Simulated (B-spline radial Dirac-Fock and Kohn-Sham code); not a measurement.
**Scattering functions of Hg⁴¹⁺**

System: Hg⁴¹⁺, configuration 1s2 2s2 2p6 3s2 3p6 3d10 4s2 4p6 4d3.

Calculated with a radial B-spline solver, using configuration-average Dirac-Fock orbitals. f₀ is the Fourier transform of the spherical electron density, S the Waller-Hartree incoherent function, and s = sin θ/λ.

| s (Å⁻¹) | f₀ | S |
| --- | --- | --- |
| 0 | 39.000 | 0.000 |
| 0.05 | 38.956 | 0.040 |
| 0.1 | 38.825 | 0.160 |
| 0.15 | 38.607 | 0.356 |
| 0.2 | 38.306 | 0.626 |
| 0.25 | 37.926 | 0.964 |
| 0.3 | 37.470 | 1.365 |
| 0.35 | 36.943 | 1.820 |
| 0.4 | 36.352 | 2.324 |
| 0.45 | 35.703 | 2.869 |
| 0.5 | 35.003 | 3.446 |
| 0.6 | 33.476 | 4.670 |
| 0.7 | 31.830 | 5.943 |
| 0.8 | 30.123 | 7.223 |
| 0.9 | 28.405 | 8.482 |
| 1 | 26.722 | 9.702 |
| 1.1 | 25.109 | 10.873 |
| 1.2 | 23.593 | 11.992 |
| 1.4 | 20.906 | 14.070 |
| 1.6 | 18.691 | 15.940 |
| 1.8 | 16.888 | 17.605 |
| 2 | 15.396 | 19.077 |
| 2.5 | 12.425 | 22.100 |
| 3 | 9.987 | 24.532 |
| 3.5 | 8.023 | 26.585 |
| 4 | 6.612 | 28.321 |
| 5 | 5.099 | 31.003 |
| 6 | 4.343 | 32.906 |

f₀ starts at the number of electrons, 39, and has fallen to half at s ≈ 1.53 Å⁻¹. The sum of ⟨r²⟩ over the electrons is 2.390 bohr².
